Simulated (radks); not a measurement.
Results of a calculation; reference values are marked as such.
Problem. The mean radii <r> (bohr) of the occupied orbitals of an atom or ion are listed with their occupations. Level of theory: scalar-relativistic Kohn-Sham, SCAN, spin-unpolarised, spherical densities, finite nucleus; meta-GGA in the generalised Kohn-Sham scheme; Fermi nuclear charge, rms radius of each element as measured or else 0.836 A^(1/3) + 0.57 fm (a radial shooting solver on a logarithmic mesh with Libxc functionals).

orbital  occ.      <r>
1s          2  0.03610
2s          2   0.1579
2p          6   0.1377
3s          2   0.4420
3p          6   0.4451
3d         10   0.4329
4s          2    1.159
4p          6    1.292
4d          3    1.846

Name the element and its charge.

Solution. Z = 41, niobium, charge +2: Nb2+ in [Kr] 4d3. The 1s radius gives Z: for a bare nucleus <r> = (2 gamma + 1)/(2Z) with gamma = sqrt(1 - (Z/c)^2), 0.03547 bohr for Z = 41, and screening makes it slightly larger (0.03610 here). The occupations add up to 39, and the charge is Z minus that.
